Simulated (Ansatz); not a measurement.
Molecule: RbI, net charge 0, singlet state. 
Structure (B3LYP-D3(BJ)/def2-TZVP (Ansatz, a quantum-chemistry and plane-wave program) minimum search):
```
Rb
I 1 3.2609
```
Charge 0, spin multiplicity 1.

Quantity: vertical electron affinity (to the doublet state of charge -1; a negative value means that the extra electron is unbound and the number depends on the basis; each state is the SCF solution reached for its spin), in eV. Cores are frozen in the correlated levels unless marked. UHF or UKS for open shells. No spin-orbit coupling. The frozen core is the preceding noble-gas configuration, with the filled d and f shells of earlier blocks. The outer core of K, Ca and their heavier congeners is not correlated, a term that matters for these elements. In def2 rows, elements after Kr have scalar-relativistic effective core potentials. Anions need diffuse functions: def2-D sets add few. 

```json
[
 {"level": "B3LYP/def2-TZVPD", "program": "Ansatz", "vertical electron affinity (eV)": "0.76"},
 {"level": "BHLYP/def2-TZVPD", "program": "Ansatz", "vertical electron affinity (eV)": "0.65"},
 {"level": "wB97X-V/def2-TZVPD", "program": "Ansatz", "vertical electron affinity (eV)": "0.61"},
 {"level": "wB97X/def2-TZVPD", "program": "Ansatz", "vertical electron affinity (eV)": "0.55"},
 {"level": "CCSD(T)/def2-SVPD", "program": "Ansatz", "vertical electron affinity (eV)": "0.56"},
 {"level": "CCSD(T)/def2-QZVPPD", "program": "Ansatz", "vertical electron affinity (eV)": "0.55"}
]
```
